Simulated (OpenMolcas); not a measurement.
**S2+: effect of the active space**

```yaml
Program: OpenMolcas 26.06
Method: CASSCF
Basis: ANO-R1
Scalar_Hamiltonian: X2C, finite nucleus
Spin-orbit_coupling: RASSI with atomic mean-field integrals over the reference wave functions, term energies averaged over their components
```

A. 2 electrons in 3 orbitals (3p); 2S+1 = 3 even, 3 roots; 2S+1 = 1 even, 6 roots; cost of the order of 1.5 core-seconds
B. 4 electrons in 4 orbitals (3s 3p); 2S+1 = 3 even, 6 roots; 2S+1 = 1 even, 12 roots; 2S+1 = 5 odd, 1 root; 2S+1 = 3 odd, 9 roots; 2S+1 = 1 odd, 8 roots; cost of the order of 9 core-seconds

Energies in eV above 3s² 3p² ³P₀, the measured ground level; measured values from NIST levels in Podobedova, Kelleher and Wiese, J. Phys. Chem. Ref. Data 38, 171 (2009).

| Level | A | B | Measured |
| --- | --- | --- | --- |
| 3s² 3p² ³P₀ | 0.0000 | 0.0000 | 0.0000 |
| 3s² 3p² ³P₁ | 0.0360 | 0.0353 | 0.0370 |
| 3s² 3p² ³P₂ | 0.1026 | 0.0992 | 0.1033 |
| 3s² 3p² ¹D₂ | 1.7644 | 1.7646 | 1.4038 |
| 3s² 3p² ¹S₀ | 4.2851 | 3.1976 | 3.3675 |

Deviations, from unrounded energies. A percentage is the sum of absolute deviations over the sum of measured energies, with the sign that they share, or ± where signs differ.

| Against measurement | Levels | A | B |
| --- | --- | --- | --- |
| mean absolute deviation (cm-1) | 4 | 2600 | 1100 |
| fine structure of the ground term (%) | 2 | -1.2 | -4.1 |
| other terms of the ground configuration (%) | 2 | +26.8 | ±11.1 |

B lies closest to measurement on these levels. The largest miss of B in the table is 3s² 3p² ¹D₂, by +2900 cm-1. The ranking rests on the paired levels alone, and a cruder setting can come out closer through cancelling errors.

Between A and B the level of the table that moves most is 3s² 3p² ¹S₀, by 8800 cm-1 (lowest in B, highest in A).

With the s shell closed, the reference lacks s² → p² mixing (holds for A). Computed and measured levels are paired by configuration, term and J; levels that our copy of the source lacks, or whose pairing is in doubt (as where it misses far off the trend of its configuration), stay unpaired and out of the deviations. Levels of configurations outside the active space are missing. The table leaves out levels that lie high or whose names do not pair safely across all columns.
